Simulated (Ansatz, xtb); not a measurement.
## Relative energy of two conformers of CH2ClF3Ge

Structure X: `F[CH2][Ge]([F])([F])[Cl]`, a singlet. Structure Y: `F[CH2][Ge]([F])([F])[Cl]`, a singlet. Both are isolated molecules in the gas phase, relaxed with B3LYP/6-31G*.

X (Å):

```xyz
8

C    -2.0000   -0.2238    0.6888
Cl    0.0884   -1.8089    2.9526
F     0.1426   -2.2602   -0.1599
F     0.9954    0.2115    0.7019
F    -2.9654   -1.1752    0.9364
Ge   -0.2080   -1.0062    0.9802
H    -2.0615    0.1149   -0.3509
H    -2.1257    0.6259    1.3678
```

Y (Å):

```yaml
atoms:
  - { symbol: C, position_ang: [-0.1037, 1.3055, 0.9106] }
  - { symbol: Cl, position_ang: [-2.3723, -0.5788, 2.6176] }
  - { symbol: F, position_ang: [0.4587, -1.6216, 1.6913] }
  - { symbol: F, position_ang: [0.9104, 1.3080, -0.0215] }
  - { symbol: F, position_ang: [-1.3801, -1.2200, -0.3088] }
  - { symbol: Ge, position_ang: [-0.7793, -0.5355, 1.1620] }
  - { symbol: H, position_ang: [0.2664, 1.6705, 1.8744] }
  - { symbol: H, position_ang: [-0.9339, 1.9329, 0.5692] }
```

Problem. Estimate E(Y) − E(X) at the level CCSD(T)/def2-SVP + ΔMP2/def2-TZVPP.

Solution. Too close to call at this level: CCSD(T)/def2-SVP + ΔMP2/def2-TZVPP gives E(Y) − E(X) = +0.19 kcal/mol.

The same difference at several levels:

```
                             level      geometry  E(Y) − E(X) (kcal/mol)  departure from the last row (kcal/mol)  job, with rough time for the two
                      B3LYP/6-31G*  B3LYP/6-31G*                     +0.09                                   −0.11             optimisation, 2.1 min
                       HF/def2-SVP  B3LYP/6-31G*                     +0.26                                   +0.06           part of the CCSD(T) run
                      MP2/def2-SVP  B3LYP/6-31G*                     +0.13                                   −0.06           part of the CCSD(T) run
                  CCSD(T)/def2-SVP  B3LYP/6-31G*                     +0.19                                   −0.01                      single point
CCSD(T)/def2-SVP + ΔMP2/def2-TZVPP  B3LYP/6-31G*                     +0.19                                                        single point, 77 s
```

The largest departure from CCSD(T)/def2-SVP + ΔMP2/def2-TZVPP is that of B3LYP/6-31G*, 0.11 kcal/mol. Levels run at GFN2-xTB geometries aren't shown. The last row adds to CCSD(T) the change of the MP2 difference between the two basis sets, here +0.01 kcal/mol.

With harmonic frequencies from B3LYP/6-31G* (ideal gas, rigid rotor, one conformer each, 600 K, 1 atm): on the last row, ΔE + ΔZPE = +0.21 kcal/mol. A mode under 50 cm⁻¹ makes harmonic enthalpies and free energies unreliable, so none is given.

The correlated steps freeze 18 core orbitals; the filled d shell of Ge is correlated, in a basis made for valence electrons. Run with Ansatz 0.2.0; the last row on 2 threads of Intel(R) Xeon(R) Platinum 8375C CPU @ 2.90GHz (Ice Lake) on a shared host.
